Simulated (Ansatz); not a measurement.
`[CH3][Nb](=[NH])([F])[Cl]` + HCl → `[NH]=[Nb]([F])([Cl])[Cl]` + CH₄  (ligand exchange at the Nb–C bond)

Program: Ansatz. Geometries: PBE0-D4/def2-TZVP. ΔE: electronic, gas phase. CCSD(T)/CBS is the MP2 limit (def2-TZVPP, def2-QZVPP) plus CCSD(T) − MP2 in def2-TZVPP, frozen cores. This one scheme is used for every species. def2 core potentials past Kr. For Nb outer-core shells are correlated without core-valence functions, which leaves a few kJ/mol of doubt a bond. Each species was taken in one conformer, which may not be the lowest.

```json
{"species": "`[CH3][Nb](=[NH])([F])[Cl]`", "MP2/def2-SVP energy (Eh)": "-710.76344"}
{"species": "HCl", "MP2/def2-SVP energy (Eh)": "-460.08324"}
{"species": "`[NH]=[Nb]([F])([Cl])[Cl]`", "MP2/def2-SVP energy (Eh)": "-1130.58784"}
{"species": "CH₄", "MP2/def2-SVP energy (Eh)": "-40.33046"}
```

Work out ΔE.

ΔE = (-1130.58784) + (-40.33046) − (-710.76344) − (-460.08324) = -0.07162 Eh = -44.9 kcal/mol. CCSD(T)/CBS gives -40.6 kcal/mol.

What do rigid-rotor, harmonic-oscillator terms from PBE0-D4/def2-TZVP frequencies (298.15 K, 1 bar) make of the CCSD(T)/CBS value? (An estimate is asked.)

Computed: ΔZPE = +2.8 kcal/mol, ΔH = -38.1 kcal/mol, ΔS = -11 J/(mol·K), ΔG = -37.4 kcal/mol.

Largest T1 diagnostic among the species: 0.020.

Leaving LDA and LC-ωPBE aside and taking each functional with its dispersion term where it has one, the values, not all of them listed here, spread over 2.9 kcal/mol, from B97M-V to ωB97M-V. LDA lies +1.0 kcal/mol from PBE without D4. At CCSD(T), def2-SVP lies −2.0 kcal/mol from the extrapolated value and def2-TZVPP +0.2 kcal/mol.
